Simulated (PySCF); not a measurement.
Spinor energies of V¹³⁺ (vanadium, charge +13)

Start: [Ne]. Calculated with PySCF 2.14 in an uncontracted even-tempered set (18 s from 0.5 bohr⁻², ratio 2.6; 12 p from 0.65 bohr⁻², ratio 2.6; 6 d from 0.66 bohr⁻², ratio 2.8; 3 f from 24 bohr⁻², ratio 2.8): generalised Hartree-Fock with the X2C-1e Hamiltonian and a Gaussian nucleus; spin-orbit coupling (SO) screened by Boettger's factors.

```
spinor shell  electrons  ε, screened SO (eV)  weight of nominal j (screened SO)  rms radius, screened SO (bohr)
       1s1/2          2              -5896.6                              1.000                          0.0767
       2s1/2          2              -1008.1                              1.000                           0.328
       2p1/2          2              -905.25                              1.000                           0.295
       2p3/2          4              -897.69                              1.000                           0.298
```

| quantity | screened SO |
| --- | --- |
| E (hartree) | -877.10945 |
| M_J | 0 |
| ⟨J²⟩ | 0.000 |
| ⟨L²⟩ | 0.000 |
| ⟨S²⟩ | 0.000 |
